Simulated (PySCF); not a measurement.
A PySCF script (with the pyscf-properties extension) for the NMR shieldings of `B(OC)(OC)C1CCCC1`, C₇H₁₅BO₂, on a GFN2-xTB geometry:

```python
import basis_set_exchange as bse
import numpy as np
from pyscf import gto, dft
from pyscf.prop import nmr

atoms = """
C     2.932239   -1.606650    0.070120
O     1.573069   -1.269029    0.234822
B     1.131957    0.001498    0.357022
O     2.059733    1.001286    0.326997
C     1.771051    2.372806    0.389974
C    -0.455389    0.223130    0.475130
C    -1.108213    0.493904   -0.892992
C    -2.581297    0.193738   -0.642338
C    -2.536523   -1.086258    0.191260
C    -1.243481   -0.987054    1.021946
H     3.375159   -1.830549    1.043700
H     2.978695   -2.496436   -0.560170
H     3.487597   -0.790494   -0.393818
H     2.713964    2.897193    0.554101
H     1.328312    2.717510   -0.548628
H     1.084102    2.603248    1.208287
H    -0.676272    1.088539    1.110301
H    -0.936262    1.512299   -1.240637
H    -0.709923   -0.198947   -1.635825
H    -3.029422    1.004997   -0.065582
H    -3.149654    0.071468   -1.563819
H    -2.488062   -1.951053   -0.471079
H    -3.420284   -1.196130    0.819100
H    -1.461590   -0.851139    2.081128
H    -0.650441   -1.893733    0.918828
"""
names = dict.fromkeys(["C", "O", "B", "H"], "pcSseg-1")
basis = {el: gto.basis.parse(bse.get_basis(n, elements=[el], fmt="nwchem")) for el, n in names.items()}
mol = gto.M(atom=atoms, basis=basis, charge=0, verbose=0)
mf = dft.RKS(mol, xc="PBE0")
mf.grids.level = 2
mf.grids.alignment = dft.numint.BLKSIZE   # the property module wants whole blocks of grid points
mf.conv_tol = 1e-9
mf.kernel()

calc = nmr.RKS(mf)   # GIAO
C = mf.mo_coeff
Co = C[:, mf.mo_occ > 0]
resp = mf.gen_response(singlet=True, hermi=2)
def vind(x):   # induced exchange potential for any number of trial vectors
    d = np.einsum("pi,xij,qj->xpq", C, 2 * x.reshape(-1, C.shape[1], Co.shape[1]), Co, optimize=True)
    return np.einsum("xpq,pi,qj->xij", resp(d - d.transpose(0, 2, 1)), C, Co, optimize=True).ravel()
mo1, _ = nmr.rhf.solve_mo1(calc, with_cphf=vind)
sigma = calc.kernel(mo1)
for i, s in enumerate(sigma):   # ppm
    print("%2d %-2s %9.2f" % (i, mol.atom_pure_symbol(i), np.trace(s) / 3))
```

Q: Give the expected output.

A: 
```
 0 C     134.22
 1 O     235.03
 2 B      70.87
 3 O     231.39
 4 C     132.38
 5 C     159.24
 6 C     153.67
 7 C     153.15
 8 C     158.73
 9 C     158.77
10 H      28.11
11 H      28.08
12 H      27.33
13 H      27.71
14 H      27.89
15 H      27.72
16 H      30.50
17 H      29.98
18 H      30.79
19 H      30.40
20 H      29.89
21 H      30.21
22 H      29.95
23 H      30.16
24 H      29.53
```

These numbers come from an equivalent density-fitted implementation of the same equations, which agrees with the script to about 0.01 ppm for H and up to a few tenths of a ppm for heavy atoms, so last digits may differ.

Size and cost of the density-fitted run: 245 basis functions, 68 s wall time on 1 thread of an Intel Xeon Platinum 8488C, shared host; peak memory 1.1 GiB.
